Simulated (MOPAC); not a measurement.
MOPAC input (PM3):

```
PM3 1SCF UHF MS=0.5 GEO-OK AUX(PRECISION=9) THREADS=1
CH2N

C     0.03298800 1    0.00617600 1   -0.64515000 1
N    -0.03068400 1   -0.00588800 1    0.58046400 1
H     0.91618900 1    0.29402200 1   -1.22721300 1
H    -0.89932600 1   -0.28985600 1    1.03486900 1
```

From the output:

```
                                                       MOPAC v23.2.5 Linux

          FINAL HEAT OF FORMATION =         55.07345 KCAL/MOL =     230.42731 KJ/MOL

          COSMO AREA              =         63.91 SQUARE ANGSTROMS
          COSMO VOLUME            =         45.85 CUBIC ANGSTROMS

          IONIZATION POTENTIAL    =          9.025097 EV
          ALPHA SOMO LUMO (EV)    =         -9.025  1.070
          BETA  SOMO LUMO (EV)    =        -12.023  0.240
          NO. OF ALPHA ELECTRONS  =          6
          NO. OF BETA  ELECTRONS  =          5
          MOLECULAR WEIGHT        =         28.0335         POINT GROUP:  Cs

          MOLECULAR DIMENSIONS (Angstroms)

            Atom       Atom       Distance
            H     4    H     3     2.95872
            N     2    C     1     0.74087
            H     3    N     2     0.00000

          SCF CALCULATIONS        =          1

   ATOM   CHEMICAL          X               Y               Z
  NUMBER   SYMBOL      (ANGSTROMS)     (ANGSTROMS)     (ANGSTROMS)

     1       C          0.03298800  *   0.00617600  *  -0.64515000  *
     2       N         -0.03068400  *  -0.00588800  *   0.58046400  *
     3       H          0.91618900  *   0.29402200  *  -1.22721300  *
     4       H         -0.89932600  *  -0.28985600  *   1.03486900  *

                             CARTESIAN COORDINATES

   1    C        0.032988000     0.006176000    -0.645150000
   2    N       -0.030684000    -0.005888000     0.580464000
   3    H        0.916189000     0.294022000    -1.227213000
   4    H       -0.899326000    -0.289856000     1.034869000

           Empirical Formula: C H2 N  =     4 atoms

      MOLECULAR POINT GROUP   :   Cs

          ALPHA EIGENVALUES
 -31.91752 -20.58593 -16.32732 -13.75940 -12.44276  -9.02510   1.06965   2.56834
   4.33250   6.03880

           BETA EIGENVALUES
 -31.27172 -19.96574 -15.80738 -12.19928 -12.02346   0.23970   1.58403   3.03093
   4.88937   6.76854

              NET ATOMIC CHARGES AND DIPOLE CONTRIBUTIONS

  ATOM NO.   TYPE          CHARGE      No. of ELECS.   s-Pop       p-Pop
    1          C          -0.191064        4.1911     1.41652     2.77454
    2          N          -0.035979        5.0360     1.53978     3.49620
    3          H           0.128552        0.8714     0.87145
    4          H           0.098490        0.9015     0.90151
 DIPOLE           X         Y         Z       TOTAL
 POINT-CHG.     0.115     0.040     0.224     0.255
 HYBRID        -0.371    -0.124    -0.207     0.443
 SUM           -0.256    -0.084     0.016     0.270

          ATOMIC ORBITAL ELECTRON POPULATIONS

     Atom    s        px        py        pz
    1  C   1.41652   0.96152   0.86018   0.95284
    2  N   1.53978   1.22137   1.16046   1.11437
    3  H   0.87145
    4  H   0.90151

                    (SZ)    =    0.500000
                    (S**2)  =    0.773176

          ATOMIC ORBITAL SPIN POPULATIONS

    Atom   Total    s     px     py     pz
         Atomic
    1  C  0.8364  0.137  0.386  0.169  0.145
    2  N  0.0167  0.023  0.050 -0.120  0.064
    3  H  0.0663  0.066
    4  H  0.0806  0.081

 **********************
 *                    *
 * JOB ENDED NORMALLY *
 *                    *
 **********************

 == MOPAC DONE ==
```

The geometry given is a B3LYP-D3(BJ)/def2-TZVP minimum.
